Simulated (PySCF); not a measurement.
How methods differ on the excitation energy of Al

Al [Ne] 3s2 3p1 (2P) → Al [Ne] 3s1 3p1 3d1 (high-spin determinant), as a difference of total energies. Computed with PySCF 2.14 in dyall-acv3z, with the spin-free X2C one-electron Hamiltonian (Gaussian nucleus). Correlated levels: valence: [Ne] frozen; valence and next inner shell: 1s2 frozen; virtual orbitals above 40 to 60 times the deepest correlated orbital energy dropped. The calculations carry no spin-orbit coupling.

```
                                method  excitation energy (cm⁻¹)
                                   UHF                     61777
                                   LDA                     68243
                                   PBE                     67042
                                  PBE0                     67529
                                r2SCAN                     66217
                                  PW91                     67234
                               wB97X-V                     71143
                                 B3LYP                     69392
                         MP2 (valence)                     68300
                     SCS-MP2 (valence)                     70528
    MP2 (valence and next inner shell)                     69708
SCS-MP2 (valence and next inner shell)                     71619
```

The upper state lies above the first ionisation limit, but in LS coupling its spin forbids autoionisation to the ground ion.

The promoted electron is Rydberg-like, and one or two diffuse shells describe it only roughly, which tends to raise the upper state.

The determinant of the upper state mixes LS terms, which raises its energy above the lowest term, most at the Hartree-Fock and MP2 levels.
